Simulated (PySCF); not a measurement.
C3H8FNSi, SMILES C=C[Si@H](F)NC.

The structure is a stationary point at ωB97X-D3(BJ)/def2-SVP. The structure was generated by enumeration; whether it is a known compound was not checked. One conformer was computed; it need not be the lowest.

Two levels are set side by side: PBE/def2-TZVP (PySCF) and B3LYP/def2-TZVP (PySCF). Same geometry, gas phase. Differences are taken from unrounded values.

| quantity | B3LYP | PBE | PBE minus B3LYP |
|---|---|---|---|
| orbital gap (eV) | 6.12 | 4.17 | -1.95 |
| highest occupied level (eV) | -6.96 | -5.79 | 1.16 |
| lowest empty level (eV) | -0.83 | -1.62 | -0.79 |
| dipole moment (D) | 1.98 | 1.97 | -0.01 |
| mean polarisability (bohr³) | 68.5 | 70.7 | 2.2 |

Without exact exchange PBE keeps part of each electron's self-repulsion, which lifts occupied levels and narrows the gap. PBE's more diffuse valence density responds more strongly to a field. Differences between two approximate levels are no errors against the true value.

Rough cost on one machine, each run with all the roots and properties that it gave: B3LYP against PBE within a factor of 2.
